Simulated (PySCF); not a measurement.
**Electron correlation in Cl⁻ (chlorine, charge -1)**

Starting occupation: [Ar]. Computed with PySCF 2.14 in x2c-TZVPPall-2c with one added diffuse shell each of s, p, d type (6s7p4d1f, 54 functions), with X2C-1e with screened-nucleus spin-orbit coupling, Gaussian nucleus. Frozen: 1s2; 16 electrons correlated.

MP2 pair energies summed by pair of shells (mhartree):

```csv
pair,energy,share (%)
3p1/2-3p3/2,-64.66,17.1
3p3/2-3p3/2,-64.25,17.0
2p1/2-2p3/2,-48.67,12.9
2p3/2-2p3/2,-45.84,12.1
3p3/2-3s1/2,-33.31,8.8
3p1/2-3s1/2,-16.72,4.4
3p1/2-3p1/2,-16.02,4.2
2p3/2-2s1/2,-13.37,3.5
2p3/2-3p3/2,-11.69,3.1
2p1/2-2p1/2,-10.69,2.8
3s1/2-3s1/2,-9.05,2.4
2p3/2-3s1/2,-6.81,1.8
2p1/2-2s1/2,-6.69,1.8
2p3/2-3p1/2,-6.62,1.8
2p1/2-3p3/2,-6.44,1.7
2s1/2-2s1/2,-4.92,1.3
2p1/2-3s1/2,-3.36,0.9
2s1/2-3p3/2,-2.78,0.7
2p1/2-3p1/2,-2.60,0.7
2s1/2-3s1/2,-1.51,0.4
2s1/2-3p1/2,-1.42,0.4
```

Total MP2 correlation energy: -377.42 mhartree.

| level | correlation energy (mhartree) |
| --- | --- |
| CCSD | -389.12 |
| (T) | -10.59 |
| CCSD(T) | -399.71 |

Diagnostics: T1 = 0.0048, largest double amplitude 0.038.

Cost of the coupled-cluster step: 290 s of wall time on 4 threads of Neoverse-V2 (shared host), for 16 occupied and 90 virtual spinors.
